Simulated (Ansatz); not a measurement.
The same ligand exchange along the group B, Al, Ga, In.

Program: Ansatz. Geometries: PBE0-D4/def2-TZVP. ΔE: electronic, gas phase. CCSD(T)/CBS is the MP2 limit (def2-TZVPP, def2-QZVPP) plus CCSD(T) − MP2 in def2-TZVPP, frozen cores. This one scheme is used for every species. def2 core potentials past Kr. For Br, Ga, In outer-core shells are correlated without core-valence functions, which leaves a few kJ/mol of doubt a bond. Scalar relativity is left out up to krypton. One conformer a species, not always the lowest.

| reaction | CCSD(T)/def2-SVP (eV) | CCSD(T)/CBS(def2) (eV) |
| --- | --- | --- |
| `NB(Br)Br` + HCl → `ClB(Br)Br` + NH₃ | 0.60 | 0.54 |
| `[NH2][Al]([Br])[Br]` + HCl → `[Cl][Al]([Br])[Br]` + NH₃ | -0.62 | -0.62 |
| `[NH2][Ga]([Br])[Br]` + HCl → `[Cl][Ga]([Br])[Br]` + NH₃ | -0.67 | -0.64 |
| `[NH2][In]([Br])[Br]` + HCl → `[Cl][In]([Br])[Br]` + NH₃ | -1.02 | -0.97 |

Largest T1 diagnostic: 0.011, for `[NH2][In]([Br])[Br]`.
